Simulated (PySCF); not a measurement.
Calculation: ωB97X-D3(BJ)/def2-TZVP // PBE0-D3(BJ)/def2-SVP (PySCF 2.14.0). Isolated molecules, 0 K electronic values unless said otherwise. One relaxed conformer stands for a flexible species; it need not be the lowest. Delta-SCF ions had no search for a lower state. Excitations are Tamm–Dancoff values on a coarser integration grid. The basis has no diffuse functions, so Rydberg states are missing or too high.

Reference species (SMILES): `Bc1ccc2ccc(O)ccc1-2` (neutral, multiplicity 1).

The vertical electron affinity (Delta-SCF) is 0.67 eV and the S1 oscillator strength is 0.003. The HOMO comes out as -8.01 eV. The T1 excitation (TDA) is 2.47 eV.

Changed species: `c1(cccc2-c(ccc2B)c1)O`.

Task: Give the shifts of the vertical electron affinity (Delta-SCF), S1 oscillator strength, HOMO and T1 excitation (TDA).

Result: the vertical electron affinity (Delta-SCF) rises by 0.33 eV, to 1.00 eV; the S1 oscillator strength rises by 0.011, to 0.014; the HOMO rises by 0.23 eV, to -7.78 eV; the T1 excitation (TDA) falls by 0.40 eV, to 2.07 eV.
